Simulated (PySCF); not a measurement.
# SMILES [O-]C1=CC=C[SiH2]1, [C4H5OSi]-, charge -1

Molfile (atoms numbered from 1):
```
C4H5OSi
     RDKit          3D

 11 11  0  0  0  0  0  0  0  0999 V2000
   -1.0567    2.3575   -0.4917 O   0  0  0  0  0  0  0  0  0  0  0  0
   -0.4707    1.2783   -0.2923 C   0  0  0  0  0  0  0  0  0  0  0  0
    0.8796    0.9333   -0.4928 C   0  0  0  0  0  0  0  0  0  0  0  0
    1.2446   -0.4049   -0.1577 C   0  0  0  0  0  0  0  0  0  0  0  0
    0.3375   -1.3183    0.3268 C   0  0  0  0  0  0  0  0  0  0  0  0
   -1.2399   -0.3871    0.3889 Si  0  0  0  0  0  4  0  0  0  0  0  0
    1.6058    1.6463   -0.8758 H   0  0  0  0  0  0  0  0  0  0  0  0
    2.2906   -0.6937   -0.2972 H   0  0  0  0  0  0  0  0  0  0  0  0
    0.6245   -2.3287    0.5862 H   0  0  0  0  0  0  0  0  0  0  0  0
   -2.3519   -0.9185   -0.4747 H   0  0  0  0  0  0  0  0  0  0  0  0
   -1.8737   -0.2514    1.7470 H   0  0  0  0  0  0  0  0  0  0  0  0
  1  2  1  0
  2  3  2  0
  3  4  1  0
  4  5  2  0
  5  6  1  0
  6  2  1  0
  3  7  1  0
  4  8  1  0
  5  9  1  0
  6 10  1  0
  6 11  1  0
M  CHG  1   1  -1
M  END
```

Theory: quadratic response CAM-B3LYP/def2-TZVPD first hyperpolarisability, Taylor convention, gas phase in PySCF 2.14.0. Geometry: PBE0-D3(BJ)/def2-TZVP.

For a gas-phase anion, states above the detachment energy (about 1.5 eV, taken as minus the energy of the highest occupied orbital) lie in the continuum and depend on the basis.

(1) Give the tensor of the second harmonic β(−2ω;ω,ω) at 1064 nm in the axes of these coordinates.

Results:

(1) In au, Taylor convention; rows are the first index (the induced dipole):
|  | xx | yy | zz | xy | xz | yz |
| --- | --- | --- | --- | --- | --- | --- |
| x | +247.2 | -6.7 | -66.1 | -3.7 | -76.8 | +57.9 |
| y | -96.4 | +643.4 | +276.7 | +42.0 | +59.9 | -10.9 |
| z | -51.7 | -0.5 | -230.8 | +38.3 | -81.4 | +273.9 |

Norm of βᵢ = ⅓ Σⱼ (βᵢⱼⱼ + βⱼᵢⱼ + βⱼⱼᵢ): 955.8 au, hyper-Rayleigh value 378.2 au.
